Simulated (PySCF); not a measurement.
TiF: frontier orbitals

HSE06 at R = 1.774 Å; basis Ti x2c-TZVPPall, F x2c-TZVPPall; spin-free X2C with a Gaussian nucleus; PySCF 2.14. State: ⁴Σ⁻ (quartet), unpaired electrons σ ↑, δ ↑↑. Only the outer orbitals are listed, counted within each symmetry.

```tsv
spin	orbital	occ.	ε (eV)	on Ti (%)	main shells (%)
α	7σ	1	-30.38	6	94 F s
α	8σ	1	-11.14	13	86 F p, 10 Ti d
α	3π	1	-10.57	8	92 F p
α	3π	1	-10.57	8	92 F p
α	9σ	1	-4.69	100	81 Ti s, 13 Ti d
α	1δ	1	-4.57	100	100 Ti d
α	1δ	1	-4.57	100	100 Ti d
α	10σ	0	-1.93	95	57 Ti d, 34 Ti p
α	4π	0	-1.92	98	64 Ti d, 34 Ti p
α	4π	0	-1.92	98	64 Ti d, 34 Ti p
β	2π	1	-37.57	100	100 Ti p
β	2π	1	-37.57	100	100 Ti p
β	7σ	1	-30.45	6	93 F s
β	8σ	1	-11.15	11	88 F p
β	3π	1	-10.64	7	93 F p
β	3π	1	-10.64	7	93 F p
β	9σ	0	-2.02	100	89 Ti s, 8 Ti p
β	10σ	0	-0.50	96	62 Ti d, 33 Ti p
β	4π	0	-0.43	98	84 Ti d, 13 Ti p
```

Q: Which are the highest filled and the lowest empty level, where do they sit, and how wide is the gap?

A: Highest filled α 1δ at -4.57 eV (in %: 100 Ti d); lowest empty β 9σ at -2.02 eV (in %: 89 Ti s, 8 Ti p); the gap at HSE06 is 2.55 eV.

| Property | Result |
| --- | --- |
| bond order (Mayer) | 1.04 |
| ⟨S²⟩ | 3.754 |
| charge on Ti (Mulliken, basis-dependent) | 0.43 |
| charge on Ti (Löwdin, basis-dependent) | 0.02 |
| dipole moment (positive dipole means Ti(−)F(+)) | -3.12 D |

The state is the lowest single determinant that the PBE0 search found; with open d or f shells the true ground state can be another one.
